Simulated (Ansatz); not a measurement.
Born–Oppenheimer molecular dynamics of Cl3FH2OZr (8 atoms, charge 0, multiplicity 1). It starts at the highest image of a converged band, a first-order saddle point between two minima.

Theory: RKS B3LYP-D4/def2-SVP (Ansatz 0.2.0).

```yaml
ensemble: NVE (velocity Verlet)
time_step: 0.5 fs
steps_asked: 200
starting_velocities_drawn_for: 300 K
seed: 6538
```

Frames 5 fs apart, positions in Å.

Velocities at 40 fs (Å/ps):

```
Zr 2.32 1.20 -2.16
Cl 0.58 -1.61 -1.93
O -3.40 0.89 1.98
H 3.14 10.36 -18.59
Cl -0.02 -1.88 2.92
Cl 0.87 -1.56 1.87
F -10.29 2.30 4.15
H -15.99 1.16 3.60
```

```xyz
8
Properties=species:S:1:pos:R:3 time_fs=40 energy_less_start_eV=-0.046 T=360
Zr -0.396 -0.112 -0.141
Cl 0.075 0.484 2.342
O 1.453 -0.383 -0.361
H 2.422 -0.537 -0.236
Cl -0.838 2.032 -0.972
Cl -1.240 -1.744 -1.625
F -2.136 -0.389 1.155
H -1.640 -0.056 1.995
8
Properties=species:S:1:pos:R:3 time_fs=45 energy_less_start_eV=-0.068 T=388
Zr -0.384 -0.105 -0.151
Cl 0.077 0.475 2.332
O 1.442 -0.380 -0.353
H 2.376 -0.473 -0.336
Cl -0.838 2.023 -0.958
Cl -1.236 -1.752 -1.615
F -2.190 -0.378 1.179
H -1.717 -0.055 1.970
8
Properties=species:S:1:pos:R:3 time_fs=50 energy_less_start_eV=-0.061 T=379
Zr -0.372 -0.098 -0.159
Cl 0.078 0.464 2.320
O 1.438 -0.378 -0.350
H 2.410 -0.420 -0.423
Cl -0.839 2.016 -0.946
Cl -1.233 -1.761 -1.606
F -2.249 -0.370 1.200
H -1.742 -0.028 1.987
8
Properties=species:S:1:pos:R:3 time_fs=55 energy_less_start_eV=-0.058 T=374
Zr -0.362 -0.090 -0.163
Cl 0.077 0.452 2.305
O 1.454 -0.378 -0.355
H 2.408 -0.370 -0.496
Cl -0.841 2.013 -0.937
Cl -1.232 -1.770 -1.596
F -2.308 -0.361 1.222
H -1.777 -0.020 1.964
8
Properties=species:S:1:pos:R:3 time_fs=60 energy_less_start_eV=-0.055 T=371
Zr -0.353 -0.084 -0.164
Cl 0.074 0.439 2.288
O 1.485 -0.379 -0.368
H 2.414 -0.336 -0.546
Cl -0.845 2.015 -0.931
Cl -1.230 -1.780 -1.585
F -2.365 -0.352 1.239
H -1.810 -0.014 1.966
8
Properties=species:S:1:pos:R:3 time_fs=65 energy_less_start_eV=-0.046 T=360
Zr -0.344 -0.080 -0.161
Cl 0.069 0.423 2.270
O 1.517 -0.378 -0.389
H 2.481 -0.312 -0.590
Cl -0.849 2.022 -0.928
Cl -1.230 -1.788 -1.573
F -2.417 -0.342 1.253
H -1.869 -0.022 1.982
8
Properties=species:S:1:pos:R:3 time_fs=70 energy_less_start_eV=-0.048 T=362
Zr -0.333 -0.078 -0.156
Cl 0.062 0.406 2.249
O 1.545 -0.374 -0.416
H 2.462 -0.305 -0.599
Cl -0.855 2.034 -0.929
Cl -1.230 -1.796 -1.559
F -2.463 -0.330 1.261
H -1.944 -0.036 2.014
8
Properties=species:S:1:pos:R:3 time_fs=75 energy_less_start_eV=-0.067 T=386
Zr -0.320 -0.078 -0.148
Cl 0.053 0.388 2.228
O 1.554 -0.366 -0.446
H 2.519 -0.301 -0.613
Cl -0.862 2.048 -0.932
Cl -1.230 -1.802 -1.543
F -2.504 -0.319 1.266
H -2.026 -0.051 2.040
8
Properties=species:S:1:pos:R:3 time_fs=80 energy_less_start_eV=-0.089 T=414
Zr -0.304 -0.079 -0.140
Cl 0.043 0.368 2.207
O 1.551 -0.354 -0.479
H 2.500 -0.308 -0.603
Cl -0.870 2.063 -0.936
Cl -1.230 -1.806 -1.525
F -2.541 -0.307 1.265
H -2.094 -0.056 2.073
8
Properties=species:S:1:pos:R:3 time_fs=85 energy_less_start_eV=-0.080 T=403
Zr -0.286 -0.080 -0.133
Cl 0.033 0.346 2.190
O 1.537 -0.339 -0.513
H 2.486 -0.318 -0.596
Cl -0.877 2.077 -0.941
Cl -1.230 -1.809 -1.503
F -2.574 -0.295 1.261
H -2.163 -0.061 2.060
8
Properties=species:S:1:pos:R:3 time_fs=90 energy_less_start_eV=-0.033 T=344
Zr -0.270 -0.080 -0.127
Cl 0.022 0.324 2.177
O 1.521 -0.321 -0.548
H 2.503 -0.335 -0.593
Cl -0.884 2.089 -0.946
Cl -1.230 -1.810 -1.479
F -2.605 -0.285 1.250
H -2.195 -0.042 2.082
8
Properties=species:S:1:pos:R:3 time_fs=95 energy_less_start_eV=-0.003 T=305
Zr -0.258 -0.080 -0.124
Cl 0.013 0.302 2.171
O 1.520 -0.303 -0.586
H 2.453 -0.353 -0.605
Cl -0.890 2.096 -0.950
Cl -1.231 -1.811 -1.453
F -2.632 -0.274 1.238
H -2.241 -0.030 2.037
```

Of the whole run (100 fs, mean temperature of the second half 365 K): The conserved energy stayed within 0.11 meV per atom of its start (net change 0.065 meV per atom), so the integration is sound. A run of 0.1 ps of so small a system gives no equilibrium averages. The orbitals stay closed-shell, which can raise the energy where a bond breaks towards radicals; this wasn't checked here.

The run took 7.5 min on 4 threads of Arm Neoverse V2 (shared host), peak memory 0.34 GiB.
